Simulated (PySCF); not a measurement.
C4H10Si, SMILES `CC(C)[SiH]=C` (C–Si–C–C torsion 125°), neutral singlet in the gas phase. 

Cartesian coordinates (Å):
```xyz
15

C      2.4673     0.4569    -0.3847
Si     1.2629    -0.6906    -0.0339
C     -0.4994    -0.2846     0.4634
C     -1.5040    -0.9638    -0.4682
C     -0.7265     1.2210     0.5421
H      2.2930     1.5254    -0.3297
H      3.4681     0.1625    -0.6791
H      1.5489    -2.1442    -0.1271
H     -0.6308    -0.7104     1.4674
H     -1.3521    -2.0448    -0.5203
H     -2.5270    -0.7883    -0.1216
H     -1.4270    -0.5674    -1.4845
H     -0.0398     1.6999     1.2430
H     -0.5852     1.6911    -0.4347
H     -1.7483     1.4373     0.8679
```
Charge 0, spin multiplicity 1.

All levels are single points at this geometry (PBE0-D3(BJ)/def2-TZVP); Pople sets use spherical d functions. Orbital energies aren't observables, and empty levels follow the basis.

| level | HOMO (eV) | LUMO (eV) | gap (eV) | dipole (D) | vertical IE, Delta-SCF (eV) |
|---|---|---|---|---|---|
| PBE-D3(BJ)/def2-TZVP in PySCF | -5.25 | -1.52 | 3.73 | 1.67 | 8.24 |
| PBE0-D3(BJ)/def2-TZVP in PySCF | -6.21 | -0.68 | 5.53 | 1.78 | 8.11 |
| ωB97X-D3(BJ)/def2-TZVP in PySCF | -8.48 | 1.33 | 9.81 | 1.90 | 8.19 |
| B3LYP/6-31G* in PySCF | -5.78 | -0.42 | 5.36 | 1.41 | 8.07 |
| B3LYP/LANL2DZ in PySCF | -6.02 | -0.67 | 5.35 | 1.51 | – |
| BP86/6-31G* in PySCF | -5.12 | -1.21 | 3.91 | 1.38 | – |
